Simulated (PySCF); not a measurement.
1,3-azasiletidine (C₂H₇NSi), SMILES [SiH2]1CNC1. Atoms are numbered in the order given.

```xyz
11

C     -0.4438     0.1252    -1.1607
N     -1.2480    -0.2691     0.0000
C     -0.4438     0.1252     1.1607
Si     1.0537    -0.0399     0.0000
H     -0.5517    -0.5423    -2.0309
H     -0.5924     1.1719    -1.5025
H     -2.2168     0.0442     0.0000
H     -0.5924     1.1719     1.5025
H     -0.5517    -0.5423     2.0309
H      2.1097     1.0190     0.0000
H      1.7051    -1.3828     0.0000
```

Geometry optimised at PBE0-D3(BJ)/def2-SVP.

All values below come from PBE/def2-TZVP run with PySCF.

```
Quantity                                                                                                       Result
---------------------------------------------------------------------------------------------  ----------------------
total energy                                                                                       -424.35375 hartree
point group                                                                                                        Cs
highest occupied level                                                                                       -5.07 eV
lowest empty level                                                                                           -0.60 eV
orbital gap                                                                                                   4.47 eV
dipole moment                                                                                                  0.99 D
quadrupole, principal values (traceless, Buckingham form, about the centre of nuclear charge)   -3.80, 1.40, 2.40 D·Å
mean static polarisability                                                                       59.4 bohr³ (8.80 Å³)
polarisability, principal values                                                               53.0, 59.0, 66.2 bohr³
```
